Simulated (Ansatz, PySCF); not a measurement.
Torsion H3–C1–S2–H6 in CH4S (SMILES CS); at each angle all else is relaxed with GFN2-xTB, and the levels are single points there.
Geometry at 60° (charge 0, multiplicity 1):
```xyz
6

C     -0.50479     0.00292     0.00517
S      1.15125     0.74769    -0.13857
H     -0.61016    -0.47041     0.97637
H     -1.21554     0.81717    -0.09035
H     -0.65353    -0.71552    -0.79505
H      1.83259    -0.38430     0.02575
```

On the grid 0° to 120°, 120° is the highest and 60° the lowest point at CCSD(T)/CBS(cc-pV(T+d)Z, cc-pV(Q+d)Z).

Correlated levels freeze the cores. CBS: X⁻³ extrapolation of the correlation energy, Hartree–Fock from the larger set. Rows in 6-31G* carry no dispersion term and start afresh at each structure (6-31G* with six Cartesian d functions). MP2/6-31G* freezes PySCF's default core.

Run with Ansatz (a quantum-chemistry and plane-wave program); PySCF for 6-31G* rows. Each number belongs to the level named beside it.

Q: Give the energy at 120° less that at 60° at the level wB97X-V/def2-TZVPP.

A: 1.2 kcal/mol
